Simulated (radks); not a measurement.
Results of a calculation; reference values are marked as such.
Initial-state core-level shifts of neutral zirconium when its valence configuration changes from [Kr] 4d2 5s2. Level of theory: scalar-relativistic Kohn-Sham, PBE, spin-polarised, spherical densities, finite nucleus; open shells are filled with parallel spins first (spin-orbit coupling, left out, can overturn this in heavy ions); Fermi nuclear charge, rms radius 4.2694 fm (a radial shooting solver on a logarithmic mesh with Libxc functionals). Shifts are changes of the shell-averaged eigenvalues in eV (positive: less bound); the change of the density at the nucleus, which sets a Mossbauer isomer shift, is in e/bohr^3, on a base of 7.611e+04.

valence	1s	2s	2p	3p	density at nucleus
4d2 5s1.5 5p0.5	-0.573	-0.572	-0.571	-0.574	-3.547
4d2 5p2	-2.193	-2.169	-2.167	-2.185	-17.409
4d3 5p1	+1.247	+1.453	+1.439	+1.403	-18.668
4d3 5s1	+2.396	+2.563	+2.550	+2.527	-9.915
4d2 5s1 5p1	-1.037	-1.036	-1.035	-1.042	-7.541
4d2 5s0.5 5p1.5	-1.622	-1.609	-1.607	-1.620	-12.417
4d1 5p3	-6.153	-6.386	-6.362	-6.320	-15.333
4d1 5s2 5p1	-4.127	-4.364	-4.345	-4.288	+5.535
4d1.5 5s0.5 5p2	-3.546	-3.649	-3.638	-3.627	-11.214
